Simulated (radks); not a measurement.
Results of a calculation; reference values are marked as such.
Question: These are the eigenvalues of the occupied orbitals of an atom or ion with whole-number occupations (hartree). Code: a radial shooting solver on a logarithmic mesh with Libxc functionals. Model: scalar-relativistic Kohn-Sham, PBE, spin-polarised, spherical densities, finite nucleus; Fermi nuclear charge, rms radius of each element as measured or else 0.836 A^(1/3) + 0.57 fm.

1s up: -1396.773
1s down: -1396.733
2s up: -243.5159
2s down: -243.4934
2p up: -221.2815
2p down: -221.2450
3s up: -71.29260
3s down: -71.24887
3p up: -64.14782
3p down: -64.09833
3d up: -53.93726
3d down: -53.89004
4s up: -31.35134
4s down: -31.08550
4p up: -28.74833

Which element is it, and in what charge state? The configuration may be excited. Open shells, if any, are filled with parallel spins first.

Answer: Z = 56, barium, charge +24: Ba24+ in [Ar] 3d10 4s2 4p2. The list shows which subshells hold electrons but not how many an open one holds; the 1s level, -1396.8 hartree, gives Z - s = 52.9 by -(Z - s)^2/2, which with screening and relativity narrows Z to a few neighbours, and the depths of the outer levels then fix element, charge and occupations together.
